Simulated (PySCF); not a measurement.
## Gd(SH)3: from a saddle point downhill

PySCF 2.14.0, RKS PBE0, Gd lcecp-1-SVP with ECP53, S def2-SVP, H def2-SVP; non-relativistic Hamiltonian with scalar-relativistic core potentials where named; density fitting; no spin-orbit coupling. Relaxed within the symmetry of its start, the geometry (C3v) is

```xyz
7

Gd    0.0000    0.0000   -0.3474
S     2.4544    0.0000    0.5144
H     2.1395    0.0000    1.8297
S    -1.2272    2.1256    0.5144
H    -1.0697    1.8529    1.8297
S    -1.2272   -2.1256    0.5144
H    -1.0698   -1.8529    1.8297
```

and its lowest harmonic modes are -276, -188, -188, 68, 85, 85 cm⁻¹ (negative: unstable). It was moved along the lowest mode and relaxed again, within the group C3 that the move left.

**Question.** Where does it end, and how much lower?

**Answer.** In C3h, 0.392 eV lower, after 27 steps:
```xyz
7

Gd    0.0000    0.0000    0.9342
S     2.5681   -0.4113    0.9624
H     2.8945    0.9035    0.9544
S    -0.9278    2.4297    0.9624
H    -2.2298    2.0550    0.9544
S    -1.6403   -2.0184    0.9624
H    -0.6648   -2.9585    0.9544
```

**Question.** How do the contacts change?

**Answer.** 
```
    contact  saddle (Å)  end (Å)
Gd1–S2 (SH)       2.601    2.601
Gd1–S4 (SH)       2.601    2.601
Gd1–S6 (SH)       2.601    2.601
```


**Question.** Is the end a minimum?

**Answer.** Yes, as far as the noise of the softest modes lets one tell (those above −25 cm⁻¹ count as noise); lowest modes 21, 62, 62, 183, 206, 206 cm⁻¹.

An lcecp potential fixes the number of 4f electrons, so in runs with it no electron can move into or out of that shell.

State: singlet in the valence, with the 4f electrons in the core potential.
